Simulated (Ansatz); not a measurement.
One change: `C[O][Mo]([F])([F])([F])([Cl])[O]C` becomes `C[O][Mo]([OH])([F])([F])([F])[Cl]`.

Ansatz, PBE0-D4/def2-TZVP geometries, multiplicity 1. Each molecule was computed in one conformer, which needn't be the lowest.

Elements past krypton have def2 core potentials.

```csv
property,`C[O][Mo]([F])([F])([F])([Cl])[O]C`
size of the dipole moment (B3LYP/def2-TZVPP) / D,4.26
"ideal-gas entropy at 298 K and 1 bar (rigid rotor, harmonic PBE0-D4/def2-TZVP) / J/(mol·K)",474
size of the dipole moment (PBE/def2-TZVPP) / D,4.18
HOMO energy (PBE0/def2-TZVPP) / eV,-8.86
HOMO energy (B3LYP/def2-TZVPP) / eV,-8.59
HOMO–LUMO gap (PBE/def2-TZVPP) / eV,2.89
```

Question: What does the change do to each property? (Estimate.)

Answer: Ansatz gave: 
| property | `C[O][Mo]([OH])([F])([F])([F])[Cl]` | shift |
| --- | --- | --- |
| size of the dipole moment (B3LYP/def2-TZVPP) / D | 4.66 | 0.40 |
| ideal-gas entropy at 298 K and 1 bar (rigid rotor, harmonic PBE0-D4/def2-TZVP) / J/(mol·K) | 438 | -36 |
| size of the dipole moment (PBE/def2-TZVPP) / D | 4.45 | 0.27 |
| HOMO energy (PBE0/def2-TZVPP) / eV | -9.11 | -0.25 |
| HOMO energy (B3LYP/def2-TZVPP) / eV | -8.84 | -0.25 |
| HOMO–LUMO gap (PBE/def2-TZVPP) / eV | 2.85 | -0.04 |

The zero-point energy changes by -74.0 kJ/mol with -9 modes. Dipoles are sizes alone; their direction can turn. Modes under 60 cm⁻¹, often nearly free rotors, make the harmonic entropy too high.

B3LYP here is the variant with VWN-RPA as its local correlation; programs differ in this.
